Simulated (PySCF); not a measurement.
C3H3BrClF. Atoms are numbered in the order given.

```xyz
9

C     -2.2300     0.3652     0.0000
C     -0.7702     0.0340     0.0000
Br     0.4217     1.5100     0.0000
C     -0.2962    -1.2203     0.0000
F     -1.1317    -2.2606     0.0000
Cl     1.3542    -1.7029     0.0000
H     -2.8336    -0.5524     0.0000
H     -2.4919     0.9625    -0.8882
H     -2.4919     0.9625     0.8882
```

Coordinates come from a B3LYP-D3(BJ)/def2-SVP optimisation. The structure was generated by enumeration; whether it is a known compound was not checked.

Calculation: B3LYP/pcSseg-1 (PySCF).

GIAO shieldings, no solvent; atoms alike by connectivity are averaged. δ = σ(ref) − σ: ¹³C against TMS (σ = 181.3 ppm); ¹⁹F against CFCl3 (σ = 161.7 ppm); ³⁵Cl against HCl (σ = 933.3 ppm); ¹H against TMS (σ = 31.68 ppm), references at their B3LYP-D3(BJ)/def2-TZVP geometries, non-relativistic (without spin–orbit terms, shifts of atoms bonded to Cl or Br come out too high).

```json
[
 {"nucleus": "¹³C", "atoms": "C4", "count": "1", "δ (ppm)": "162.9"},
 {"nucleus": "¹³C", "atoms": "C2", "count": "1", "δ (ppm)": "131.2"},
 {"nucleus": "¹³C", "atoms": "C1", "count": "1", "δ (ppm)": "25.6"},
 {"nucleus": "¹⁹F", "atoms": "F5", "count": "1", "δ (ppm)": "-81.6"},
 {"nucleus": "³⁵Cl", "atoms": "Cl6", "count": "1", "δ (ppm)": "285.2"},
 {"nucleus": "¹H", "atoms": "H7, H8, H9", "count": "3", "δ (ppm)": "2.50"}
]
```
